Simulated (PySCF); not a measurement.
# Energy of Pt²⁺ (platinum, charge +2) between two integer charges

The 5d beta orbital of [Xe] 4f14 5d8 is emptied in steps (occupation f), with all orbitals relaxed, ending at [Xe] 4f14 5d7. Calculation: PySCF 2.14, in aug-cc-pVDZ-PP with ECP60MDF (5s5p4d2f, 54 functions); scalar relativity through the core potential. The exact energy is a straight line in f; departures are measured from the line between the end points of the same method.

```
  f  HSE06 (eV)
  1       0.000
0.8      -0.742
0.6      -1.114
0.4      -1.114
0.2      -0.744
  0       0.000
```

```json
{"method": "HSE06", "E(f=0) − E(f=1) (eV)": "31.219", "−ε at f=1 (eV)": "26.593", "−ε at f=0.4 (eV)": "32.143"}
```

Orbital energy along the path (eV):

```json
{"f": "1", "HSE06": "-26.593"}
{"f": "0.8", "HSE06": "-28.432"}
{"f": "0.6", "HSE06": "-30.284"}
{"f": "0.4", "HSE06": "-32.143"}
{"f": "0.2", "HSE06": "-34.005"}
{"f": "0", "HSE06": "-35.866"}
```

Reference removal energy between the ground levels: 29 ± 1.6 eV (theoretical estimate listed by NIST; NIST Atomic Spectra Database, ionization energies). The calculation has no spin-orbit coupling. The determinant left behind need not be the lowest term of the ion.
